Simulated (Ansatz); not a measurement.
The first iterations of a band of AlBrF3H (6 atoms, charge 0, multiplicity 1).

All numbers below come from RKS B3LYP/def2-SVP (Ansatz 0.2.0).

* movable images: 7
* climbing image: yes
* spring: 5.0 eV/Å²
* optimiser: quadratic models (default)
* start path: straight line
* force threshold: 0.05 eV/Å
* iteration limit: 50
* end points: relaxed

First end point:

```xyz
6
Properties=species:S:1:pos:R:3
Al 0.005 0.021 0.049
F 0.002 0.468 1.654
F 1.422 0.134 -0.799
F -1.427 0.050 -0.780
Br 0.087 -2.541 0.892
H 0.076 -1.890 2.172
```

Last end point:

```xyz
6
Properties=species:S:1:pos:R:3
Al 0.020 -0.493 -0.101
F 0.017 0.010 1.809
F 1.429 0.186 -0.643
F -1.435 0.101 -0.623
Br 0.090 -2.689 0.568
H 0.045 -0.873 2.178
```

| iteration | highest image above the first end (eV) | largest band force component (eV/Å) |
| --- | --- | --- |
| 1 | 1.121 | 2.650 |
| 2 | 0.627 | 2.368 |

Problem. Does the band converge within its limit, and where does its top end?

Solution. The forces met the threshold. It ended after 8 iterations with the highest image 0.164 eV above the first end. Another band between the same ends (7 images) ends at a top of the same energy, where a vibrational analysis finds 1 clearly imaginary mode. The orbitals stay closed-shell, which can raise the energy where a bond breaks towards radicals; this wasn't checked here.

The run took 4.2 min on 2 threads of Intel(R) Xeon(R) Platinum 8259CL CPU @ 2.50GHz (Skylake/Cascade Lake), on a shared host, peak memory 0.24 GiB.
